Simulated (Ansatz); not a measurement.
Ideal-gas functions of H4MoN2O2, SMILES `[NH2][Mo]([NH2])(=[O])=[O]` at 800 K and 1 bar, from an Ansatz frequency run at PBE0-D4/def2-TZVP.

Molar mass 159.98 g/mol, point group C2v (symmetry number 2), electronic degeneracy 1, moments of inertia 133.9, 155.593, 156.087 u Å². Harmonic wavenumbers (cm⁻¹, unscaled): 153, 224, 227, 263, 315, 329, 334, 379, 386, 646, 654, 713, 716, 1033, 1054, 1535, 1539, 3585, 3589, 3694, 3694.

Use S(trans) = R[1.5 ln M + 2.5 ln T − 1.1517]; rotational temperatures θ = 24.2544 K / I; S(rot) = R[ln(√π/σ · √(T³/θAθBθC)) + 1.5]; for each mode x = 1.438777 ν̃/T, S = R[x/(eˣ − 1) − ln(1 − e⁻ˣ)] and H = RT x/(eˣ − 1); 1 cm⁻¹ = 0.0119627 kJ/mol; R = 8.31446 J/(mol·K).

Question: By hand: the entropy, in J/(mol·K).

Answer: Translation 192.7. Rotation: θ = 0.1811, 0.1559, 0.1554 K, giving 117.4. Vibration, mode by mode: 19.07, 15.93, 15.82, 14.62, 13.15, 12.80, 12.68, 11.66, 11.51, 7.52, 7.43, 6.79, 6.76, 4.27, 4.14, 2.09, 2.08, 0.10, 0.10, 0.08, 0.08, in all 168.7. Electronic 0.0. Sum 478.8 J/(mol·K).

Question: By hand: H − E and G − E in kJ/mol, counted from the electronic energy.

Answer: Zero-point energy ½ × 25062 × 0.0119627 = 149.9; thermal vibration 66.5; translation, rotation and pV give 4 RT = 26.6. H − E = 243.0 kJ/mol, and G − E = 243.0 − 800 × 478.8/1000 = -140.0 kJ/mol.

Vibration gives 35 % of the entropy. The sum counts one conformer and one mirror image; others add a mixing term.
